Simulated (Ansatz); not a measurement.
A run of Ansatz (development build ahead of 0.2.0) on singlet Na2B2 at this shape:

```yaml
atoms:
  - { symbol: B, position_ang: [0.0000, 0.0000, 1.2172] }
  - { symbol: B, position_ang: [0.0000, 0.0000, -1.2172] }
  - { symbol: Na, position_ang: [0.0000, 0.0000, 4.8397] }
  - { symbol: Na, position_ang: [0.0000, 0.0000, -4.8397] }
```

Its results:

```
Converged                       : yes
Total energy                    : -373.86031 hartree
Spin squared of the determinant : 0.000
Stability test                  : minimum among restricted orbitals
```

(1) Which input gives this output? Name the method, the orbitals and the basis set, and write the input.

Answers

(1) ωB97X (restricted) in pcseg-2. An unrestricted run that stays on the closed shell gives the same numbers.

```yaml
crystal:
  periodic: [false, false, false]
  atoms:
    - { symbol: B, position_ang: [0.0, 0.0, 1.2172] }
    - { symbol: B, position_ang: [0.0, 0.0, -1.2172] }
    - { symbol: Na, position_ang: [0.0, 0.0, 4.8397] }
    - { symbol: Na, position_ang: [0.0, 0.0, -4.8397] }
basis:
  gaussian: { orbitals: pcseg-2 }
hamiltonian:
  xc: { name: wB97X }
```

Caution: an unrestricted determinant lies well below.
